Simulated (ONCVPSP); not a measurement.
**Which change was made? (La, ONCV)**

```json
{
 "Element": "lanthanum (La)",
 "Generator": "ONCVPSP 4.0.1",
 "Type": "optimised norm-conserving Vanderbilt (ONCV)",
 "Functional": "LDA (Perdew-Zunger)",
 "Relativity": "scalar-relativistic",
 "Frozen core": "[Kr] 4d10",
 "Valence charge": "11",
 "Reference configuration": "5s2 5p6 5d1 (charge +2)",
 "Partial waves": "5s: rc 1.70 bohr, ncon 4, nbas 8, qcut 4 1/bohr, 2 projectors, debl 1.9 Ha; 5p: rc 2.55 bohr, ncon 4, nbas 8, qcut 4.8 1/bohr, 3 projectors, debl 3.6 Ha; 5d: rc 3.30 bohr, ncon 4, nbas 8, qcut 4.9 1/bohr, 2 projectors, debl 2.7 Ha; f scattering state at 0.03 Ha: rc 2.85 bohr, ncon 4, nbas 7, qcut 3.9 1/bohr, 1 projector",
 "Local potential": "polynomial inside 1.30 bohr (lpopt 5, dvloc0 0 Ha)",
 "Core correction": "Teter function, fcfact 6, rcfact 1.3"
}
```

In the s channel the program set the typed energies aside and used -1.902, 0.250 Ha. In the f channel the program set the typed energies aside and used -0.636 Ha.

Cutoffs, loose and tight: the cutoffs (Ha) at which the residual kinetic energy of the hardest occupied pseudo-wave falls to 1 and 0.1 mHa per electron. They do not see the model core or the augmentation charge, which bear on the density cutoff. Test errors are all-electron minus pseudo excitation energies from the reference, over the configurations 5s2 5p6 5d1 6s2; 5s2 5p6 5d1 6s1; 5s2 5p6 5d0; 5s2 5p6 5d2 6s1; variants that change the core or the reference have their own tests.

The base gives: outcome: generated, projector energies reset by the program; cutoff, loose: 49 Ha; cutoff, tight: 61 Ha; bound ghosts: s; GHOST(+) flags above zero: p; largest test error (meV): -0.6.

Problem. After one change the result is: outcome: generated, projector energies reset by the program; cutoff, loose: 49 Ha; cutoff, tight: 61 Ha; bound ghosts: none; GHOST(+) flags above zero: s, p; largest test error (meV): +2.8. Which change was it?
A. local potential polynomial inside 1.45 bohr (lpopt 5, dvloc0 0 Ha)
B. f: nproj 3
C. core correction Teter function, fcfact 6, rcfact 1.9

Solution. A. The others give: core correction Teter function, fcfact 6, rcfact 1.9 → outcome: generated, projector energies reset by the program; cutoff, loose: 49 Ha; cutoff, tight: 61 Ha; bound ghosts: s; GHOST(+) flags above zero: p; largest test error (meV): -65 | f: nproj 3 → outcome: generated, projector energies reset by the program; cutoff, loose: 49 Ha; cutoff, tight: 61 Ha; bound ghosts: f, s; GHOST(+) flags above zero: p; largest test error (meV): -0.6.
